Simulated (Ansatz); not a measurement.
`NBN` and `N[B](N)[AlH2]` differ in one atom or group.

Ansatz, PBE0-D4/def2-TZVP geometries, multiplicity 1. Each molecule was computed in one conformer, which needn't be the lowest.

```tsv
property	`NBN`
size of the dipole moment (B3LYP/def2-TZVPP) / D	1.36
HOMO energy (B3LYP/def2-TZVPP) / eV	-6.64
LUMO energy (B3LYP/def2-TZVPP) / eV	0.73
LUMO energy (PBE/def2-TZVPP) / eV	0.29
HOMO energy (PBE0/def2-TZVPP) / eV	-6.88
HOMO–LUMO gap (ωB97M-V/def2-TZVPP) / eV	11.62
```

Task: Give the same properties after the change, and the shifts. (Estimate.)

Result: Ansatz gave: 
```csv
property,`N[B](N)[AlH2]`,shift
size of the dipole moment (B3LYP/def2-TZVPP) / D,2.57,1.21
HOMO energy (B3LYP/def2-TZVPP) / eV,-6.73,-0.09
LUMO energy (B3LYP/def2-TZVPP) / eV,-1.70,-2.43
LUMO energy (PBE/def2-TZVPP) / eV,-2.25,-2.54
HOMO energy (PBE0/def2-TZVPP) / eV,-6.91,-0.03
HOMO–LUMO gap (ωB97M-V/def2-TZVPP) / eV,9.17,-2.45
```

The zero-point energy changes by 11.9 kJ/mol with +6 modes. Dipoles are sizes alone; their direction can turn.

B3LYP here is the variant with VWN-RPA as its local correlation; programs differ in this.
